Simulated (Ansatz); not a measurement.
Cost and result up the ladder for Si₄₃H₅₆, a nanocrystal cut from cubic silicon (99 atoms). Total charge 0; singlet. Geometry: PBE-D4/def2-SVP.

Cartesian coordinates in Å:
```
Si -5.852 -0.433 -0.913
Si -6.071 1.330 -4.413
Si -4.609 2.976 -1.404
Si -2.241 1.894 -4.357
Si -5.559 -2.222 2.555
Si -4.320 1.220 1.969
Si -1.730 -1.755 2.369
Si 0.042 -1.100 -4.202
Si 0.333 -3.103 -0.475
Si -1.954 0.043 -1.012
Si -0.416 3.540 -1.417
Si -0.150 1.686 1.941
Si 1.859 0.463 -1.085
Si 1.610 2.319 -4.431
Si 3.796 3.902 -1.564
Si 5.465 2.601 -4.633
Si -1.473 -3.556 5.759
Si 0.113 -0.105 5.309
Si 2.430 -3.126 5.683
Si 2.158 -1.326 2.294
Si 4.020 2.140 1.811
Si 6.000 -0.947 2.335
Si 5.768 0.848 -1.134
Si -6.201 -0.710 -3.227
Si -5.942 -2.488 0.239
Si -4.024 0.951 -0.352
Si -1.960 -0.213 -3.348
Si -4.332 2.775 -3.733
Si -0.434 3.286 -3.754
Si -1.704 -2.046 0.037
Si -1.668 -3.854 3.431
Si -3.757 -0.785 3.067
Si 0.101 -0.406 2.980
Si 1.833 0.206 -3.421
Si 2.108 -1.625 -0.037
Si -0.166 1.441 -0.394
Si 3.704 1.804 -0.498
Si 6.082 0.645 -3.460
Si 3.481 3.636 -3.881
Si 2.594 -3.384 3.349
Si 0.365 -2.203 6.343
Si 6.345 -1.133 0.006
Si 3.949 0.065 2.920
H -7.050 0.350 -0.422
H -7.368 2.054 -4.146
H -5.992 1.060 -5.896
H -6.081 3.183 -1.134
H -3.869 4.153 -0.830
H -2.232 1.707 -5.858
H -6.806 -1.580 3.114
H -5.398 -3.569 3.213
H -5.799 1.457 2.177
H -3.586 2.417 2.508
H -0.001 -0.973 -5.707
H 0.209 -2.556 -3.860
H 0.482 -4.305 0.426
H 0.358 -3.589 -1.900
H -1.699 4.174 -0.947
H 0.717 4.437 -0.994
H -1.434 2.327 2.394
H 0.979 2.596 2.349
H 1.585 2.129 -5.931
H 2.842 4.894 -0.957
H 5.198 4.424 -1.350
H 5.391 2.313 -6.113
H 6.582 3.593 -4.413
H -2.729 -2.876 6.245
H -1.368 -4.892 6.453
H -1.182 0.543 5.734
H 1.250 0.812 5.687
H 2.645 -4.450 6.375
H 3.526 -2.187 6.124
H 3.062 3.150 2.381
H 5.418 2.695 1.965
H 6.161 -2.295 2.994
H 7.098 -0.048 2.851
H 6.784 1.877 -0.684
H -7.592 -1.269 -3.419
H -5.232 -1.717 -3.784
H -7.331 -3.055 0.055
H -4.973 -3.473 -0.353
H -3.107 -1.111 -3.741
H -4.540 4.114 -4.404
H -0.595 4.632 -4.421
H -2.844 -2.944 -0.377
H -2.958 -4.575 3.122
H -0.535 -4.699 2.917
H -3.719 -0.589 4.566
H 3.132 -0.423 -3.861
H 3.399 -2.256 -0.496
H 5.336 -0.552 -3.982
H 7.552 0.401 -3.706
H 3.367 4.985 -4.554
H 1.651 -4.456 2.873
H 3.996 -3.809 2.986
H 0.376 -2.040 7.846
H 5.592 -2.309 -0.553
H 7.816 -1.385 -0.232
H 3.925 0.254 4.420
```

Ansatz on 11 threads of AMD EPYC 7R13 on a shared host and a whole NVIDIA H100 80GB HBM3. Times are rough, and most runs start from the orbitals of an earlier one. PBE0-D4/def2-SVP serves as the yardstick here, not as an exact answer. Differences are given only for rows in sets of like size (and for xTB, whose basis is part of the method), since another set adds its own error. Binding counts from free atoms at the same level (Si triplet, H doublet; other spins of the atoms weren't run), without zero-point energy or a counterpoise term.

B3LYP takes the VWN-RPA correlation. Correlated methods freeze 215 core orbitals. The rows differ in basis, and correlated rows in double-zeta sets carry the largest basis error. Single mean-field runs in 6-31G, def2-SVP, def2-mTZVP are fitted with def2-universal-jkfit.

Correlated methods converge slowly with the basis, most of all in double-zeta sets.

```csv
level,functions,binding energy per atom (eV),difference from PBE0-D4/def2-SVP (eV)
HF/6-31G,671,2.02,–
B3LYP-D4/6-31G,671,3.02,–
PBE0-D4/def2-SVP (with forces),1054,3.32,0.00
r2SCAN-D4/def2-mTZVP,1114,3.27,–
B3LYP-D4/def2-SVP (with forces),1054,3.29,-0.03
r2SCAN-D4/def2-SVP,1054,3.33,0.01
MP2/def2-SVP,1054,3.06,-0.26
PBE-D4/def2-SVP,1054,3.32,0.00
```

Problem. Estimate how long each takes.

Solution. PBE-D4/def2-SVP 8 s; B3LYP-D4/6-31G 8 s; r2SCAN-D4/def2-SVP 8.5 s; HF/6-31G 8.5 s; r2SCAN-D4/def2-mTZVP 10 s; B3LYP-D4/def2-SVP (with forces) 18 s; PBE0-D4/def2-SVP (with forces) 18 s; MP2/def2-SVP 23 s. On shared hardware such times vary by a factor of up to 3.
